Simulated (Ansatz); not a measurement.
Ansatz (a first-principles code) job for GeH6O2Si, SMILES [O]([SiH3])[GeH2][OH], PBE0-D3(BJ)/def2-SVP. 

Ansatz 0.2 input:
```yaml
crystal:
  periodic: [false, false, false]
  atoms:
    - {symbol: O, position_ang: [2.15508065, -0.16523300, -0.17329781]}
    - {symbol: Ge, position_ang: [0.53625572, -0.76299651, -0.15008179]}
    - {symbol: O, position_ang: [-0.44986184, 0.64332733, 0.09778722]}
    - {symbol: Si, position_ang: [-1.91157423, 1.31029373, 0.34175630]}
    - {symbol: H, position_ang: [2.24275713, 0.78551804, -0.12477320]}
    - {symbol: H, position_ang: [0.19000856, -1.34858095, -1.48873682]}
    - {symbol: H, position_ang: [0.37565705, -1.68781635, 1.02003126]}
    - {symbol: H, position_ang: [-2.79995796, 0.92530812, -0.75570017]}
    - {symbol: H, position_ang: [-1.61046289, 2.73989570, 0.35044818]}
    - {symbol: H, position_ang: [-2.43789644, 0.83269661, 1.62084470]}
basis:
  gaussian:
    orbitals: def2-SVP
hamiltonian:
  xc: pbe0
  dispersion: d3bj
relax: {f_tol: 0.002, max_steps: 200}
```

It prints:

```
WARN ansatz: RAYON_NUM_THREADS=1 ignored (pool sized by the plan → 1); use --threads N
Functional definition: PBE0
integrals: 0.06 GiB planned
1118 factors; integrals over basis functions are off by at most 6.1e-4 eV
mean field: 0.52 GiB planned
mean field evaluation 1: about -68554.3272 eV, gradient 6.6e1 eV
mean field evaluation 2: about -68540.8260 eV, gradient 1.1e2 eV
mean field evaluation 4: about -68561.4542 eV, gradient 5.1e0 eV
mean field evaluation 8: about -68561.5121 eV, gradient 4.2e-2 eV
mean field -68561.51205799 eV, -2519.5890954692 hartree, gradient 5.0e-5 eV, S^2 0.000000; 0 other end points of the search recorded, 0 dependent functions left out
the calculation of the forces begins
reference -68561.51208782 eV, -2519.5890965654 hartree; 34, 34 occupied and 74, 74 virtual orbitals, 1118 factors
relax step   1: F+E_penalty+E_count = -68561.67669563 eV  Δ(F+E_penalty+E_count) = +0.000e0 eV  max|allowed force component| = 1.278e0 eV/Å  Δτ_max = 0.0000 Å  (23 SCF iters, accepted)
these checks for a lower state are left out or cut short: starts, cluster_reference, orbital_swaps, neighbouring_geometries, increment
integrals: 0.06 GiB planned
1118 factors; integrals over basis functions are off by at most 7.3e-4 eV
mean field: 0.52 GiB planned
mean field evaluation 16: about -68561.6520 eV, gradient 2.4e-2 eV
mean field -68561.66576208 eV, -2519.5947439902 hartree, gradient 8.2e-5 eV, S^2 0.000000; 0 other end points of the search recorded, 0 dependent functions left out
the calculation of the forces begins
reference -68561.66579219 eV, -2519.5947450966 hartree; 34, 34 occupied and 74, 74 virtual orbitals, 1118 factors
relax step   2: F+E_penalty+E_count = -68561.82754768 eV  Δ(F+E_penalty+E_count) = -1.509e-1 eV  max|allowed force component| = 5.696e-1 eV/Å  Δτ_max = 0.1279 Å  (26 SCF iters, accepted)
these checks for a lower state are left out or cut short: starts, cluster_reference, orbital_swaps, neighbouring_geometries, increment
integrals: 0.06 GiB planned
1118 factors; integrals over basis functions are off by at most 7.5e-4 eV
mean field: 0.52 GiB planned
mean field -68561.67961233 eV, -2519.5952529776 hartree, gradient 8.3e-5 eV, S^2 0.000000; 0 other end points of the search recorded, 0 dependent functions left out
the calculation of the forces begins
reference -68561.67964244 eV, -2519.5952540841 hartree; 34, 34 occupied and 74, 74 virtual orbitals, 1118 factors
relax step   3: F+E_penalty+E_count = -68561.84072745 eV  Δ(F+E_penalty+E_count) = -1.318e-2 eV  max|allowed force component| = 1.746e-1 eV/Å  Δτ_max = 0.0333 Å  (26 SCF iters, accepted)
these checks for a lower state are left out or cut short: starts, cluster_reference, orbital_swaps, neighbouring_geometries, increment
integrals: 0.06 GiB planned
1118 factors; integrals over basis functions are off by at most 7.4e-4 eV
mean field: 0.52 GiB planned
mean field -68561.67816323 eV, -2519.5951997240 hartree, gradient 7.1e-5 eV, S^2 0.000000; 0 other end points of the search recorded, 0 dependent functions left out
the calculation of the forces begins
reference -68561.67819318 eV, -2519.5952008249 hartree; 34, 34 occupied and 74, 74 virtual orbitals, 1118 factors
relax step   4: F+E_penalty+E_count = -68561.84032887 eV  Δ(F+E_penalty+E_count) = +3.986e-4 eV  max|allowed force component| = 3.760e-1 eV/Å  Δτ_max = 0.0587 Å  (25 SCF iters, rejected (line search))
these checks for a lower state are left out or cut short: starts, cluster_reference, orbital_swaps, neighbouring_geometries, increment
integrals: 0.06 GiB planned
1118 factors; integrals over basis functions are off by at most 7.5e-4 eV
mean field: 0.52 GiB planned
mean field evaluation 32: about -68561.6844 eV, gradient 9.6e-2 eV
mean field -68561.68441096 eV, -2519.5954293239 hartree, gradient 8.0e-5 eV, S^2 0.000000; 0 other end points of the search recorded, 0 dependent functions left out
the calculation of the forces begins
reference -68561.68444099 eV, -2519.5954304274 hartree; 34, 34 occupied and 74, 74 virtual orbitals, 1118 factors
relax step   5: F+E_penalty+E_count = -68561.84591221 eV  Δ(F+E_penalty+E_count) = -5.185e-3 eV  max|allowed force component| = 7.484e-2 eV/Å  Δτ_max = 0.0290 Å  (26 SCF iters, accepted)
these checks for a lower state are left out or cut short: starts, cluster_reference, orbital_swaps, neighbouring_geometries, increment
integrals: 0.06 GiB planned
1118 factors; integrals over basis functions are off by at most 7.5e-4 eV
mean field: 0.52 GiB planned
[...]
these checks for a lower state are left out or cut short: starts, cluster_reference, orbital_swaps, neighbouring_geometries, increment
integrals: 0.06 GiB planned
1118 factors; integrals over basis functions are off by at most 6.5e-4 eV
mean field: 0.52 GiB planned
mean field -68561.74212108 eV, -2519.5975501318 hartree, gradient 7.2e-5 eV, S^2 0.000000; 0 other end points of the search recorded, 0 dependent functions left out
the calculation of the forces begins
reference -68561.74215080 eV, -2519.5975512240 hartree; 34, 34 occupied and 74, 74 virtual orbitals, 1118 factors
relax step  36: F+E_penalty+E_count = -68561.91015408 eV  Δ(F+E_penalty+E_count) = -2.610e-5 eV  max|allowed force component| = 7.359e-3 eV/Å  Δτ_max = 0.0114 Å  (27 SCF iters, accepted)
these checks for a lower state are left out or cut short: starts, cluster_reference, orbital_swaps, neighbouring_geometries, increment
integrals: 0.06 GiB planned
1118 factors; integrals over basis functions are off by at most 6.6e-4 eV
mean field: 0.52 GiB planned
mean field -68561.74199441 eV, -2519.5975454768 hartree, gradient 7.1e-5 eV, S^2 0.000000; 0 other end points of the search recorded, 0 dependent functions left out
the calculation of the forces begins
reference -68561.74202413 eV, -2519.5975465689 hartree; 34, 34 occupied and 74, 74 virtual orbitals, 1118 factors
relax step  37: F+E_penalty+E_count = -68561.91021284 eV  Δ(F+E_penalty+E_count) = -5.876e-5 eV  max|allowed force component| = 1.141e-2 eV/Å  Δτ_max = 0.0281 Å  (26 SCF iters, accepted)
these checks for a lower state are left out or cut short: starts, cluster_reference, orbital_swaps, neighbouring_geometries, increment
integrals: 0.06 GiB planned
1118 factors; integrals over basis functions are off by at most 6.8e-4 eV
mean field: 0.52 GiB planned
mean field evaluation 224: about -68561.7418 eV, gradient 1.4e-5 eV
mean field -68561.74180574 eV, -2519.5975385431 hartree, gradient 7.2e-5 eV, S^2 0.000000; 0 other end points of the search recorded, 0 dependent functions left out
the calculation of the forces begins
reference -68561.74183543 eV, -2519.5975396344 hartree; 34, 34 occupied and 74, 74 virtual orbitals, 1118 factors
relax step  38: F+E_penalty+E_count = -68561.91026526 eV  Δ(F+E_penalty+E_count) = -5.242e-5 eV  max|allowed force component| = 1.658e-2 eV/Å  Δτ_max = 0.0426 Å  (24 SCF iters, accepted)
these checks for a lower state are left out or cut short: starts, cluster_reference, orbital_swaps, neighbouring_geometries, increment
integrals: 0.06 GiB planned
1118 factors; integrals over basis functions are off by at most 6.8e-4 eV
mean field: 0.52 GiB planned
mean field -68561.74179115 eV, -2519.5975380072 hartree, gradient 1.1e-5 eV, S^2 0.000000; 0 other end points of the search recorded, 0 dependent functions left out
the calculation of the forces begins
reference -68561.74182084 eV, -2519.5975390983 hartree; 34, 34 occupied and 74, 74 virtual orbitals, 1118 factors
relax step  39: F+E_penalty+E_count = -68561.91028190 eV  Δ(F+E_penalty+E_count) = -1.664e-5 eV  max|allowed force component| = 1.012e-2 eV/Å  Δτ_max = 0.0109 Å  (23 SCF iters, accepted)
these checks for a lower state are left out or cut short: starts, cluster_reference, orbital_swaps, neighbouring_geometries, increment
integrals: 0.06 GiB planned
1118 factors; integrals over basis functions are off by at most 6.8e-4 eV
mean field: 0.52 GiB planned
mean field -68561.74180703 eV, -2519.5975385908 hartree, gradient 6.7e-5 eV, S^2 0.000000; 0 other end points of the search recorded, 0 dependent functions left out
the calculation of the forces begins
reference -68561.74183672 eV, -2519.5975396819 hartree; 34, 34 occupied and 74, 74 virtual orbitals, 1118 factors
relax step  40: F+E_penalty+E_count = -68561.91029762 eV  Δ(F+E_penalty+E_count) = -1.572e-5 eV  max|allowed force component| = 5.201e-3 eV/Å  Δτ_max = 0.0028 Å  (19 SCF iters, accepted)
these checks for a lower state are left out or cut short: starts, cluster_reference, orbital_swaps, neighbouring_geometries, increment
integrals: 0.06 GiB planned
1118 factors; integrals over basis functions are off by at most 6.8e-4 eV
mean field: 0.52 GiB planned
mean field -68561.74182409 eV, -2519.5975392174 hartree, gradient 4.2e-5 eV, S^2 0.000000; 0 other end points of the search recorded, 0 dependent functions left out
the calculation of the forces begins
reference -68561.74185378 eV, -2519.5975403086 hartree; 34, 34 occupied and 74, 74 virtual orbitals, 1118 factors
relax step  41: F+E_penalty+E_count = -68561.91030360 eV  Δ(F+E_penalty+E_count) = -5.986e-6 eV  max|allowed force component| = 8.770e-4 eV/Å  Δτ_max = 0.0028 Å  (20 SCF iters, accepted)
these checks for a lower state are left out or cut short: starts, cluster_reference, orbital_swaps, neighbouring_geometries, increment
integrals: 0.06 GiB planned
1118 factors; integrals over basis functions are off by at most 6.8e-4 eV
mean field: 0.52 GiB planned
mean field -68561.74181272 eV, -2519.5975387997 hartree, gradient 1.2e-5 eV, S^2 0.000000; 0 other end points of the search recorded, 0 dependent functions left out
the calculation of the forces begins
reference -68561.74184241 eV, -2519.5975398908 hartree; 34, 34 occupied and 74, 74 virtual orbitals, 1118 factors
relax step  42: F+E_penalty+E_count = -68561.91030572 eV  Δ(F+E_penalty+E_count) = -2.116e-6 eV  max|allowed force component| = 1.012e-3 eV/Å  Δτ_max = 0.0058 Å  (22 SCF iters, accepted)
these checks for a lower state are left out or cut short: starts, cluster_reference, orbital_swaps, neighbouring_geometries, increment
integrals: 0.06 GiB planned
1118 factors; integrals over basis functions are off by at most 6.8e-4 eV
mean field: 0.52 GiB planned
mean field -68561.74181665 eV, -2519.5975389441 hartree, gradient 3.2e-5 eV, S^2 0.000000; 0 other end points of the search recorded, 0 dependent functions left out
the calculation of the forces begins
reference -68561.74184634 eV, -2519.5975400351 hartree; 34, 34 occupied and 74, 74 virtual orbitals, 1118 factors
relax step  43: F+E_penalty+E_count = -68561.91030617 eV  Δ(F+E_penalty+E_count) = -4.470e-7 eV  max|allowed force component| = 9.396e-4 eV/Å  Δτ_max = 0.0024 Å  (19 SCF iters, accepted)
integrals: 0.06 GiB planned
1118 factors; integrals over basis functions are off by at most 6.8e-4 eV
mean field: 0.52 GiB planned
mean field evaluation 256: about -68561.7294 eV, gradient 8.5e-1 eV
mean field -68561.74181665 eV, -2519.5975389441 hartree, gradient 3.2e-5 eV, S^2 0.000000; 1 other end points of the search recorded, 0 dependent functions left out
the calculation of the forces begins
reference -68561.74184634 eV, -2519.5975400351 hartree; 34, 34 occupied and 74, 74 virtual orbitals, 1118 factors
Total energy: -68561.91033586 eV, -2519.6037319108 hartree
Atom 0 at     1.739581     0.215007     0.463066 Å, force     0.000290    -0.000007     0.000801 eV/Å
Atom 1 at     0.487024    -0.826722    -0.233591 Å, force     0.000448    -0.000507    -0.000552 eV/Å
Atom 2 at    -0.942614     0.164080    -0.578807 Å, force    -0.000427     0.000554    -0.000038 eV/Å
Atom 3 at    -1.823811     1.268394     0.294557 Å, force    -0.000219    -0.000331    -0.000940 eV/Å
Atom 4 at     2.066799     0.880031    -0.152308 Å, force    -0.000092     0.000125    -0.000292 eV/Å
Atom 5 at     0.905481    -1.409740    -1.589994 Å, force     0.000125    -0.000333    -0.000336 eV/Å
Atom 6 at     0.170842    -1.841889     0.867817 Å, force    -0.000043     0.000098     0.000311 eV/Å
Atom 7 at    -3.174480     1.381227    -0.326662 Å, force    -0.000634    -0.000125    -0.000186 eV/Å
Atom 8 at    -1.167990     2.611664     0.275903 Å, force     0.000498     0.000593     0.000304 eV/Å
Atom 9 at    -1.970827     0.830360     1.718298 Å, force     0.000054    -0.000067     0.000927 eV/Å
Dipole moment:     0.133054    -0.042747    -0.173801 e Å
```

The run converged.

Cost: roughly 2.9 core-minutes.
